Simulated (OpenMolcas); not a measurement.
**Ce2+: moving or changing the point charges**

Ce2+ among 8 point charges of -1 e arranged as a hexagonal bipyramid (D6h), 2.79 Å from the ion, with the axial distance 2.874 Å.
```
   2.7900    0.0000    0.0000  -1.00
   1.3950    2.4162    0.0000  -1.00
  -1.3950    2.4162    0.0000  -1.00
  -2.7900    0.0000    0.0000  -1.00
  -1.3950   -2.4162    0.0000  -1.00
   1.3950   -2.4162    0.0000  -1.00
   0.0000    0.0000    2.8737  -1.00
   0.0000    0.0000   -2.8737  -1.00
```

```json
{
 "Program": "OpenMolcas",
 "Method": "SS-CASPT2, IPEA 0.25 Eh, imaginary shift 0.1 Eh (closed shells correlated: 5s 5p)",
 "Basis": "ANO-RCC-VDZP [7s6p4d2f1g]",
 "Scalar Hamiltonian": "DKH2, point nucleus",
 "Active space": "2 electrons in 7 orbitals (4f)",
 "State averaging": "2S+1 = 3 even, 21 roots; 2S+1 = 1 even, 27 roots kept (CI in the orbitals of an earlier block)",
 "Spin-orbit coupling": "RASSI with atomic mean-field integrals over the reference wave functions"
}
```

Runs around this geometry, states. Energies in cm-1 above the lowest state or level, χT in cm3 K/mol.

```
R (Å)  q (e)  Ground state  First state of that spin  First gap with spin-orbit (degeneracies)  Width of lowest J  χT at 300 K
 2.79   -0.5      2S+1 = 3                       140                                 37 (1, 2)                575        1.585
 2.79     -1      2S+1 = 3                        69                                140 (1, 2)               1203        1.468
    3     -1      2S+1 = 3                       110                                 93 (1, 2)                907        1.529
 3.21     -1      2S+1 = 3                       140                                 58 (1, 2)                699        1.564
```

Taking the width of the lowest J multiplet as R^-n, n = -ln(699 / 1203) / ln(3.21 / 2.79) = 3.9 between the shortest and longest distance.

Scaling the charges by -0.5 / -1 = 0.50 scales the width of the lowest J multiplet by 575 / 1203 = 0.48; with fixed orbitals a first-order splitting would follow the charge.

Roots that are degenerate in the reference are averaged as groups; the widest CASPT2 spread within a group is 120 cm-1 (the 2-fold group of multiplicity 1 near 14100 cm-1 above the lowest state of its run, R = 2.79, q = -1). Shifts and gaps below about the spread of the groups concerned are not significant. Point charges carry no covalency, so the field is a model and not that of real ligands. An unlabelled pair can be two single states that coincide in this model. No measured value stands beside these numbers.

A state without a sure symmetry label is named by its multiplicity alone.
